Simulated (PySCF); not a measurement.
# How methods differ on the ionisation energy of Ge(18+)

Ge(18+) [Ne] 3s2 3p2 (3P) → Ge(19+) [Ne] 3s2 3p1 (2P), as a difference of total energies. All numbers are calculated (PySCF 2.14, scalar relativity by spin-free X2C-1e, in an uncontracted even-tempered set (18 s from 1.5 bohr⁻², ratio 2.5; 12 p from 2 bohr⁻², ratio 2.5; 5 d from 9.5 bohr⁻², ratio 2.7; 4 f from 14 bohr⁻², ratio 2.7)). Correlated levels: outer shells: 1s2 frozen; virtual orbitals above 40 to 60 times the deepest correlated orbital energy dropped. The calculations carry no spin-orbit coupling.

```
            method  ionisation energy (eV)
               UHF                  701.55
               PBE                  702.87
              PBE0                  702.85
            r2SCAN                  703.17
             B3LYP                  703.16
              BP86                  703.03
MP2 (outer shells)                  702.12
```

Task: Estimate what SCS-MP2 (outer shells) gives.

Result: 701.94 eV, closest to MP2 (outer shells) among the rows shown.

Task: Estimate what LDA gives.

Result: 702.80 eV, closest to PBE0 among the rows shown.

Spin-orbit coupling is strong in these open shells (close to jj coupling). The scalar numbers leave it out and a first-order estimate fails, so it can dominate the gap to the real levels.

Breit and QED terms and the two-electron picture change are absent.

For comparison: 706.7 ± 1 eV (semi-empirical (NIST evaluation); NIST Atomic Spectra Database, ionization energies).
